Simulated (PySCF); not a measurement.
C2HF5S: calculation against experiment

**Experimental background.**

Saethre, Berrah, Bozek, Boerve, Carroll, Kukk, Gard, Winter, Thomas, J. Am. Chem. Soc. 2001, 123, 10729 lists, for the gas: C 1s binding energy of C1 292.101 eV; C 1s binding energy of C2 292.222 eV.

The results are set against them at the end.

Species: C2HF5S.
Atom-mapped SMILES: `[CH:1]#[C:2][S:3]([F:4])([F:5])([F:6])([F:7])[F:8]` (hydrogens: H9 on C1)

Geometry (GFN2-xTB, Å), atoms numbered from 1 in this order:
```
atom  x, y, z in Å
C1     2.1452   -0.4189   -0.2290
C2     0.9793   -0.1872   -0.1018
S3    -0.7540    0.1490    0.0775
F4    -1.1029   -0.6533   -1.3083
F5    -0.6215    1.5470   -0.7666
F6    -0.9836   -1.2298    0.9323
F7    -0.5040    0.9703    1.4732
F8    -2.3196    0.4514    0.2377
H9     3.1747   -0.6224   -0.3401
```

The PySCF runs (gas phase, on this GFN2-xTB geometry; non-relativistic but for the core-level run):

```json
{"level": "delta-SCF UKS SCAN, pcX-2 on the ionised atom, pcseg-1 elsewhere, spin-free X2C", "job": "ΔSCF core ionisation, 8 holes", "basis functions": "163", "wall time": "49 s"}
```

Hardware: one thread, Arm Neoverse V1, no GPU, on a shared host.

**Comparison with experiment**

**Core binding energies.** Delta-SCF UKS SCAN, pcX-2 on the ionised atom, pcseg-1 elsewhere, spin-free X2C in PySCF 2.14.0.

```json
{"level and atom": "C 1s, C1", "computed (eV)": "292.17", "measured (eV)": "292.101", "computed − measured (eV)": "+0.07"}
{"level and atom": "C 1s, C2", "computed (eV)": "292.38", "measured (eV)": "292.222", "computed − measured (eV)": "+0.16"}
```

Sources, in the order of the opening: Saethre, Berrah, Bozek, Boerve, Carroll, Kukk, Gard, Winter, Thomas, J. Am. Chem. Soc. 2001, 123, 10729. Against the first value of each row the mean signed difference is +0.11 eV and the largest in size +0.16 eV. The computed values are vertical, without vibrational structure; measured positions hang on the energy calibration. Spin contamination (⟨S²⟩ against 0.75 for a pure doublet) is marked for C 1s of C1 (0.86) and C 1s of C2 (0.86), which makes these values less certain.

No measured geometry was used, and the causes of the misses weren't examined.
